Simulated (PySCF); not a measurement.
**Ge²⁺ (germanium, charge +2) across methods**

[Ar] 3d10 4s2, closed-shell 1S. Computed with PySCF 2.14 in x2c-QZVPPall with one added diffuse shell each of s, p, d, f type (12s9p6d5f1g, 113 functions), with the spin-free X2C one-electron Hamiltonian (Gaussian nucleus).

```tsv
method	E (hartree)	mean ε 3p (eV)	mean ε 3d (eV)	mean ε 4s (eV)	Σ⟨r²⟩ (bohr²)	⟨S²⟩
LDA	-2094.636	-135.37	-49.551	-29.628	19.57	0.000
MN15	-2099.368	-139.38	-54.268	-31.059	19.82	0.000
BHandHLYP	-2097.895	-148.99	-56.794	-31.358	19.68	0.000
PBE0	-2097.656	-142.34	-53.032	-30.272	19.62	0.000
PBE	-2097.637	-135.48	-49.184	-29.242	19.63	0.000
M06-2X	-2098.009	-148.12	-57.232	-30.574	19.87	0.000
UHF	-2096.28400	-161.68	-63.507	-32.451	19.82	0.000
r2SCAN	-2097.887	-138.87	-49.988	-29.538	19.58	0.000
```
